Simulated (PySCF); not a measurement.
## Ge: excitation energy

Ge [Ar] 3d10 4s2 4p2 (3P) → Ge [Ar] 3d10 4s1 4p3 (5S), as a difference of total energies. All numbers are calculated (PySCF 2.14, the spin-free X2C one-electron Hamiltonian (Gaussian nucleus), in x2c-QZVPPall (11s8p5d4f1g, 97 functions)). Correlated levels: valence: [Ar] 3d10 frozen; valence and next inner shell: [Ne] frozen. The calculations carry no spin-orbit coupling.

| method | excitation energy (eV) | error (eV) |
| --- | --- | --- |
| UHF | 3.488 | -1.590 |
| LDA | 5.912 | +0.834 |
| PBE | 5.706 | +0.628 |
| PBE0 | 5.310 | +0.232 |
| r2SCAN | 5.043 | -0.035 |
| wB97X | 6.171 | +1.093 |
| B2PLYP | 5.441 | +0.363 |
| r2SCAN0 | 4.883 | -0.195 |
| TPSSh | 5.362 | +0.284 |
| MP2 (valence) | 4.423 | -0.655 |
| SCS-MP2 (valence) | 4.848 | -0.230 |
| MP2 (valence and next inner shell) | 4.935 | -0.143 |
| SCS-MP2 (valence and next inner shell) | 5.275 | +0.197 |

Reference: 5.078 eV (measured; NIST levels, between the centres of gravity of the two terms).

Errors of the correlated levels include the incompleteness of this basis and the frozen core.
